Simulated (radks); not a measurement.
Polarisability of the neon ion Ne3+, [He] 2s2 2p3, at imaginary frequency. All-electron calculation, non-relativistic Kohn-Sham, exchange-only LDA, spin-polarised, spherical densities, point nucleus; open shells are filled with parallel spins first. Program: a radial shooting solver on a logarithmic mesh with Libxc functionals. Response by self-consistent Sternheimer equations with the Hartree and adiabatic exchange-only LDA kernel.

w (hartree)  alpha1(iw) (bohr^3)
0.00266                   0.7042
0.0143                    0.7041
0.0360                    0.7035
0.0697                    0.7016
0.118                     0.6968
0.186                     0.6864
0.280                     0.6660
0.413                     0.6294
0.605                     0.5713
0.892                     0.4914
1.35                      0.3960
2.12                      0.2895
3.59                      0.1746
6.94                     0.07277
17.5                     0.01565

Static values: alpha1 = 0.7042 bohr^3 (0.1043 angstrom^3; uncoupled 0.8822). C6 = 0.6261, triple-dipole C9 = 0.2940 atomic units. One-pole (London) frequency 4 C6 / (3 alpha1^2) = 1.684 hartree, against 3.027 for minus the highest occupied eigenvalue. The dipole shielding factor is 0.700, as the force sum rule N/Z = 0.700 demands.
